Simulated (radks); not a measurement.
Kinetic energies: the exact non-interacting value of the Kohn-Sham orbitals and orbital-free approximations, in hartree. Species: Yb [Xe] 4f14 6s2; Cu+ [Ar] 3d10; Yb [Xe] 4f14 6s2. Method: non-relativistic Kohn-Sham, PBE, spin-polarised, spherical densities, point nucleus; computed with a radial shooting solver on a logarithmic mesh with Libxc functionals. Every spin shell is full or empty, so the densities are truly spherical. Functionals are evaluated on that one density, not self-consistently.

functional           Yb      Cu+       Yb
exact           13391.6  1638.82  13391.6
Thomas-Fermi      12737   1533.1    12737
von Weizsacker   4966.0   818.50   4966.0
TF + vW           17703   2351.6    17703
TF + vW/9         13288   1624.0    13288
TF + vW/5         13730   1696.8    13730
LC94              13385   1636.5    13385
APBEK             13389   1638.0    13389
revAPBEK          13409   1642.0    13409
Perdew 92         13289   1624.2    13289
Thakkar           13284   1629.4    13284
LKT               15627   2026.4    15627
PG1               15135   1946.0    15135
Ernzerhof         13319   1630.5    13319
